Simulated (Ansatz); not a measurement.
C3H5ClSi, SMILES `C#C[SiH](C)Cl`, relaxed with RKS PBE-D4/def2-SVP in Ansatz from a rough embedded geometry. The force threshold is 0.03 eV/Å; the program also tests the step.

The species carries charge 0 and has multiplicity 1.

Start:

```xyz
10

C     1.055   -0.837    2.310
C     0.446   -0.740    1.267
Si   -0.498   -0.514   -0.351
C    -0.254    1.202   -1.040
Cl    0.059   -1.936   -1.671
H     1.589   -1.064    3.202
H    -1.975   -0.672   -0.073
H    -0.790    1.290   -1.997
H     0.875    1.302   -1.258
H    -0.507    1.968   -0.390
```

| step | energy (eV) | largest force (eV/Å) | largest move (Å) |
| --- | --- | --- | --- |
| 1 | -23570.3151 | 3.803 | 0.000 |
| 2 | -23570.5497 | 0.995 | 0.095 |
| 3 | -23570.5736 | 0.174 | 0.025 |
| 4 | -23570.5808 | 0.071 | 0.053 |
| 5 | -23570.5812 | 0.012 | 0.016 |

End:

```xyz
10

C     1.043   -0.871    2.275
C     0.409   -0.736    1.231
Si   -0.536   -0.506   -0.326
C    -0.199    1.189   -1.051
Cl    0.064   -1.974   -1.685
H     1.602   -0.994    3.194
H    -1.994   -0.720   -0.045
H    -0.757    1.323   -2.000
H     0.883    1.312   -1.257
H    -0.515    1.977   -0.337
```

Run time 4.1 s (4 threads of a server CPU on a shared host); peak host memory 0.16 GiB.
